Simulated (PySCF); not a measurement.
MoF₆, SMILES [F][Mo]([F])([F])([F])([F])[F], multiplicity 1.

Geometry: PBE-D3(BJ)/def2-SVP. The spin state was assumed, not searched. The isomer is the one that the SMILES or the coordinates give; other isomers of the formula were not compared. The def2 effective core potentials stand for the cores of Mo; spin–orbit coupling is left out.

Computed with PBE-D3(BJ)/def2-SVP run with PySCF.

Frequencies are harmonic and unscaled.

Modes within 1.5 cm⁻¹ of each other (mostly degenerate sets) share a row, with their intensities summed.

```json
[
 {"mode": "1–3", "ν (cm⁻¹)": "128", "IR (km/mol)": "0.0", "moving atoms (share of kinetic energy)": "F 100 %"},
 {"mode": "4–6", "ν (cm⁻¹)": "251", "IR (km/mol)": "77.5", "moving atoms (share of kinetic energy)": "F 74 %, Mo 26 %"},
 {"mode": "7–9", "ν (cm⁻¹)": "297", "IR (km/mol)": "0.0", "moving atoms (share of kinetic energy)": "F 100 %"},
 {"mode": "10–11", "ν (cm⁻¹)": "641", "IR (km/mol)": "0.0", "moving atoms (share of kinetic energy)": "F 100 %"},
 {"mode": "12", "ν (cm⁻¹)": "707", "IR (km/mol)": "0.0", "moving atoms (share of kinetic energy)": "F 100 %"},
 {"mode": "13–15", "ν (cm⁻¹)": "731", "IR (km/mol)": "719.4", "moving atoms (share of kinetic energy)": "F 71 %, Mo 29 %"}
]
```
